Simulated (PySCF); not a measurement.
## State search for YB

Unrestricted PBE0; PySCF, scalar-relativistic core potentials, basis sets Y def2-TZVPP with ECP28, B def2-TZVPP. Outer shells of the fragments: Y 4d1 5s2; B 2s2 2p1.

Followed along the bond (rough minima from three points):

```tsv
2Ms+1	unpaired	⟨S²⟩ at the start	R at minimum (Å)	Te (eV)
5	σ ↑↑, π ↑↑	6.00	2.22	0.00
3	π ↑↑	2.82	2.28	0.11
1	π ↑↓	1.83	2.29	0.40
3	σ ↑↑, π ↑↓	3.02	2.22	0.43
3	σ ↑, π ↑	2.23	2.50	0.66
3	σ ↑, π ↑	2.04	2.14	0.71
```

Solutions found at the starting distance of 2.280 Å, counted from the lowest of them; the search is not exhaustive and high or unbound solutions are not listed, so other states can lie among these:

```
2Ms+1        unpaired   term  E (eV)  ⟨S²⟩  ⟨Lz²⟩  μ (D)
    5      σ ↑↑, π ↑↑    ⁵Σ⁻    0.00  6.00   0.00  -5.14
    3            π ↑↑  mixed    0.09  2.82   0.00  -3.98
    1            π ↑↓  mixed    0.37  1.83   2.05  -3.97
    3      σ ↑↑, π ↑↓  mixed    0.43  3.02   2.03  -5.00
    3        σ ↑, π ↑     ³Π    0.81  2.04   1.05  -4.38
    3        σ ↑, π ↑  mixed    0.85  2.23   1.45  -1.28
    5  σ ↑, π ↑↑, δ ↑     ⁵Δ    0.91  6.01   4.01  -5.06
    1        σ ↓, π ↑  mixed    0.94  1.09   1.01  -3.84
    1            none  mixed    1.02  0.88   2.14  -4.05
    1        σ ↓, π ↑  mixed    1.02  1.24   1.47  -1.44
```

A term symbol is given only where ⟨S²⟩ and ⟨Lz²⟩ are close to those of a pure state; real π, δ and φ orbitals otherwise mix terms. A positive dipole means Y(−)B(+).

Spin–orbit coupling is left out. The state is the lowest single determinant that the PBE0 search found; with open d or f shells the true ground state can be another one.
